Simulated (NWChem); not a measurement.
# C$_{2}$H$_{5}$FOSi; SMILES CC(=O)[SiH2]F

```xyz
10

C     -1.4912     1.1945     0.0000
C     -0.0163     0.8606     0.0000
O      0.8531     1.7204     0.0000
Si     0.6782    -0.9344     0.0000
F     -0.5113    -2.0340     0.0000
H     -1.9768     0.7516    -0.8797
H     -1.6345     2.2789     0.0000
H     -1.9768     0.7516     0.8797
H      1.4999    -1.1033    -1.2225
H      1.4999    -1.1033     1.2225
```
Atoms are numbered in this order, from 1.

All runs: NWChem. Pople sets run with spherical d functions. The geometry was optimised at B3LYP/6-31G* (spherical d). B3LYP is NWChem's, with the RPA form of VWN correlation. Level: B3LYP/6-31G* with SMD (1 M gas to 1 M solution), gas-phase geometry. Reactions with the solvent are ignored.

For solvent water:

```
Property                                     Result
-------------------------------------------  ------
solvation free energy (kcal/mol)               -1.4
cavity-dispersion-structure term (kcal/mol)     4.5
dipole in solution (D)                         2.00
```

Task: How do the values read with solvent toluene instead?

Result: 
| Property | Value |
|---|---|
| solvation free energy (kcal/mol) | -3.3 |
| cavity-dispersion-structure term (kcal/mol) | -1.1 |
| dipole in solution (D) | 1.51 |
